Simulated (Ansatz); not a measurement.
System: CH4BI2O, net charge 1, singlet state. It need not be the lowest isomer of its formula. 
Geometry from a B3LYP-D3(BJ)/def2-TZVP (Ansatz, a quantum-chemistry and plane-wave program) optimisation:
SMILES: C[OH+]B(I)I
```xyz
9

C     -3.0345     0.3393    -0.4295
O     -1.8637    -0.4401     0.1076
B     -0.4387    -0.1349     0.0433
I      0.7560    -1.5821     0.9648
I      0.1350     1.6190    -0.9169
H     -2.8958     0.4101    -1.5017
H     -3.9101    -0.2430    -0.1639
H     -3.0169     1.3052     0.0610
H     -2.0921    -1.2701     0.5653
```
Charge +1, spin multiplicity 1.

Parts of the frozen-core correlation energy in def2-QZVPP (Ansatz, hartree). Frozen orbitals: 21; correlated occupied orbitals by spin: 15 and 15; virtual: 419 and 419. No spin-orbit coupling. Past Kr the def2 sets carry scalar-relativistic core potentials.

```
term                            value
-------------------------  ----------
reference (HF)             -732.93614
MP2 opposite-spin            -0.65408
MP2 same-spin                -0.19920
CCSD correlation             -0.88893
(T)                          -0.04097
T1 diagnostic                   0.015
largest doubles amplitude       0.041
```
